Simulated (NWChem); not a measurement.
System: BH3Se2; SMILES [SeH]B[SeH]

```xyz
6

B      0.0000     0.0000    -0.8466
H      0.0000     0.0000    -2.0482
Se    -1.6630     0.0000     0.1240
H     -2.5124     0.0000    -1.0763
Se     1.6630     0.0000     0.1240
H      2.5124     0.0000    -1.0763
```
Atoms are numbered in this order, from 1.

Coordinates come from a PBE0/def2-SVP optimisation.

Symmetry labels are those of C2v in the frame above (b1 and b2, or b-type labels, depend on it).

Problem. List the 6 lowest vertical singlet excitations from Hartree-Fock/6-31G* (spherical d), TDHF (NWChem).

Solution. 
```tsv
state	energy (eV)	oscillator strength	symmetry	leading excitation (squared amplitude)
S1	6.13	0.000	a2	HOMO → LUMO+1 (0.82)
S2	6.34	0.274	b1	HOMO → LUMO (0.97)
S3	6.76	0.001	b2	HOMO−1 → LUMO+1 (0.49)
S4	7.17	0.003	b2	HOMO−2 → LUMO (0.90)
S5	7.38	0.000	a2	HOMO−3 → LUMO (0.87)
S6	7.54	0.046	a1	HOMO−1 → LUMO (0.89)
```
